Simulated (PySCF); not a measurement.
Compound: C5H11NOSi.
Cartesian coordinates in Å at the GFN2-xTB level; atoms count from 1:
```
atom  x, y, z in Å
C1    -1.0004   -0.8751   -1.4898
Si2   -0.5350    0.1970    0.0134
C3    -1.8048    1.5585    0.3713
C4    -0.2754   -0.9267    1.5368
O5     0.8132    1.0979   -0.2952
C6     2.0739    0.6748   -0.6024
C7     2.7217   -0.4060    0.1079
N8     2.3193   -0.7200   -1.0441
H9    -1.8610   -1.5049   -1.2885
H10   -1.2385   -0.2585   -2.3521
H11   -0.1725   -1.5207   -1.7711
H12   -1.5271    2.1502    1.2371
H13   -2.7790    1.1241    0.5648
H14   -1.9027    2.2352   -0.4706
H15    0.3924   -1.7546    1.3126
H16   -1.2126   -1.3520    1.8805
H17    0.1537   -0.3725    2.3677
H18    2.6530    1.4611   -1.0730
H19    3.1720   -0.7988    0.9873
```

The closed-shell SCF was solved with PySCF and density fitting under several settings on one GFN2-xTB geometry (grid level 2 and gas phase unless stated).

| settings | basis functions | SCF cycles | E (Eh) | HOMO (eV) | LUMO (eV) | dipole (D) |
| --- | --- | --- | --- | --- | --- | --- |
| OLYP/def2-SVPD, energy threshold 1e-11 Eh | 255 | 14 | -616.1737 | -5.60 | -1.83 | 1.63 |
| PBE0/ANO-RCC-VDZP | 171 | 14 | -616.0866 | -6.96 | -0.60 | 1.74 |

Estimate the row for these settings: PBE0/pcSseg-1, IEF-PCM chloroform, grid level 3, level shift 0.2 Eh.

```tsv
settings	basis functions	SCF cycles	E (Eh)	HOMO (eV)	LUMO (eV)	dipole (D)
PBE0/pcSseg-1, IEF-PCM chloroform, grid level 3, level shift 0.2 Eh	198	11	-616.0660	-7.06	-0.71	2.25
```

Over all rows, what range does the HOMO–LUMO gap span?

From 3.77 eV (OLYP/def2-SVPD, energy threshold 1e-11 Eh) to 6.36 eV (PBE0/ANO-RCC-VDZP). The functional of the narrowest has no exact exchange, that of the widest 25 % exact exchange.

Cycle counts include a coarse-grid stage where the run had one. ANO-RCC sets were contracted for a scalar-relativistic Hamiltonian, but ran non-relativistically here. Geometry: GFN2-xTB, one conformer.
